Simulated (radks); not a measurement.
Neutral iridium inside a hard spherical wall (all orbitals vanish at R), configuration held at [Xe] 4f14 5d7 6s2 and not refilled when levels cross. Method: scalar-relativistic Kohn-Sham, PBE, spin-unpolarised, spherical densities, finite nucleus; Fermi nuclear charge, rms radius 5.4032 fm; computed with a radial shooting solver on a logarithmic mesh with Libxc functionals. Eigenvalues in eV, with the zero of energy where the potential of the charges vanishes at infinity; a dash marks a level that is unbound or too diffuse for the functional's potential to be trusted. A positive occupied level is held by the wall or, in an anion where self-interaction has pushed it up, behind a barrier. The pressure on the wall is -dE/dV.

| R (bohr) | E (hartree) | kinetic (hartree) | e(4f) | e(5p) | e(5d) | e(6s) | e(6p, empty) | e(7s, empty) | pressure (GPa) |
|---|---|---|---|---|---|---|---|---|---|
| free | -17824.1026 | 19807.323 | -62.201 | -54.704 | -7.151 | -6.327 | -1.217 | - | 0 |
| 20 | -17824.1026 | 19807.323 | -62.201 | -54.704 | -7.151 | -6.327 | -1.217 | - | < 0.0001 |
| 6 | -17824.0739 | 19807.534 | -61.318 | -53.842 | -6.362 | -5.491 | 0.898 | 11.001 | 2.48 |
| 5 | -17823.9919 | 19808.003 | -59.800 | -52.406 | -5.062 | -3.926 | 3.636 | 20.773 | 14.3 |
| 3.5 | -17823.1108 | 19811.970 | -51.075 | -44.669 | 2.370 | 7.071 | 19.917 | 67.429 | 300 |
| 2.5 | -17818.3923 | 19830.443 | -28.111 | -25.785 | 24.117 | 48.355 | 73.893 | 192.28 | 4220 |
| 2 | -17807.3910 | 19870.621 | 3.193 | 1.636 | 58.952 | 123.66 | 163.38 | 374.80 | 22900 |
| 1.5 | -17762.7500 | 20018.935 | 78.574 | 85.556 | 164.21 | 357.30 | 422.32 | 859.75 | 185000 |
